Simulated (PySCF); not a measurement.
## NMR data sheet: 4'-chloroacetophenone

* Formula: C8H7ClO
* SMILES: CC(=O)c1ccc(Cl)cc1
* Point group of the computed structure: C1
* Degrees of unsaturation: 5
* Carbon signals: 6
* Proton signals: 3

Molfile (atoms numbered from 1):
```
C8H7ClO
     RDKit          3D

 17 17  0  0  0  0  0  0  0  0999 V2000
   -2.6437   -0.6942   -0.0593 C   0  0  0  0  0  0  0  0  0  0  0  0
   -1.7428    0.4211    0.4098 C   0  0  0  0  0  0  0  0  0  0  0  0
   -2.1830    1.4033    0.9633 O   0  0  0  0  0  0  0  0  0  0  0  0
   -0.2842    0.2637    0.1632 C   0  0  0  0  0  0  0  0  0  0  0  0
    0.5645    1.2741    0.6195 C   0  0  0  0  0  0  0  0  0  0  0  0
    1.9292    1.1984    0.4336 C   0  0  0  0  0  0  0  0  0  0  0  0
    2.4609    0.0982   -0.2238 C   0  0  0  0  0  0  0  0  0  0  0  0
    4.1654   -0.0150   -0.4632 Cl  0  0  0  0  0  0  0  0  0  0  0  0
    1.6365   -0.9159   -0.6902 C   0  0  0  0  0  0  0  0  0  0  0  0
    0.2714   -0.8324   -0.4952 C   0  0  0  0  0  0  0  0  0  0  0  0
   -2.5607   -0.8137   -1.1374 H   0  0  0  0  0  0  0  0  0  0  0  0
   -2.3647   -1.6298    0.4198 H   0  0  0  0  0  0  0  0  0  0  0  0
   -3.6723   -0.4528    0.1959 H   0  0  0  0  0  0  0  0  0  0  0  0
    0.1246    2.1202    1.1258 H   0  0  0  0  0  0  0  0  0  0  0  0
    2.5789    1.9809    0.7925 H   0  0  0  0  0  0  0  0  0  0  0  0
    2.0657   -1.7633   -1.2016 H   0  0  0  0  0  0  0  0  0  0  0  0
   -0.3528   -1.6309   -0.8627 H   0  0  0  0  0  0  0  0  0  0  0  0
  1  2  1  0
  2  3  2  0
  2  4  1  0
  4  5  1  0
  5  6  2  0
  6  7  1  0
  7  8  1  0
  7  9  2  0
  9 10  1  0
 10  4  2  0
  1 11  1  0
  1 12  1  0
  1 13  1  0
  5 14  1  0
  6 15  1  0
  9 16  1  0
 10 17  1  0
M  END
```

No solvent, one conformer, non-relativistic, equivalent nuclei averaged. Geometry from GFN2-xTB; σ from GIAO-PBE0/pcSseg-1; PySCF 2.14.

Shifts are taken against calculated references (same method and geometry level): ¹H (31.72 ppm) and ¹³C (186.93 ppm) vs TMS; ¹⁷O (336.08 ppm) against H2O.

```tsv
carbon	δC, type	δH (multiplicity)	HMBC from (2–3 bonds)	span of the C tensor (ppm)
C1	28.5, CH3	2.62 (s)	–	45
C2	199.0, C	–	H14/H17, H11/H12/H13	201
C4	138.1, C	–	H14/H17, H15/H16, H11/H12/H13	205
C5/C10	136.2, CH	8.31 (d)	H14/H17, H15/H16	228
C6/C9	134.7, CH	7.68 (d)	H14/H17, H15/H16	204
C7	151.9, C	–	H14/H17, H15/H16	190
```

Other nuclei:
| atoms | nucleus | environment | δ (ppm) | σ (ppm) |
| --- | --- | --- | --- | --- |
| O3 | ¹⁷O | ketone oxygen | 648.9 | -312.8 |

Carbon types of the structure: 3 × C, 4 × CH, 1 × CH3, which accounts for all hydrogens. δC 199.0: ketone carbonyl carbon; low-lying n→π* states of the double bond to the heteroatom give a large paramagnetic term (-256 ppm). δC 151.9: aromatic carbon bearing chlorine. δC 138.1: substituted aromatic carbon. δC 136.2, 134.7: aromatic CH; the aromatic region. δC 28.5: methyl carbon α to a carbonyl; α to the electron-withdrawing carbonyl group.

Carbons that carry Cl, above all several Cl atoms, come out too deshielded, partly because spin–orbit coupling is missing. Shifts are as computed. Against solution values, carbons near 30 ppm lie about +3 ppm off and those near 130 ppm about +5 ppm; carbons on Cl a further +6 ppm. Of 1211 compounds with measured shifts, 218 miss one by over three times the rms of a fit or turn the order of signals round; such compounds aren't used in these exercises. Unscaled 17O shifts of doubly bonded oxygen tend to come out too high, by tens of ppm or more. Experimental scales use liquid or dissolved standards, which lie at an offset from isolated H2O (liquid H2O: subtract about 36 ppm). Multiplicities follow the n + 1 count of equivalent neighbours, as no J values were calculated; m marks all less simple cases, F and P coupling included.
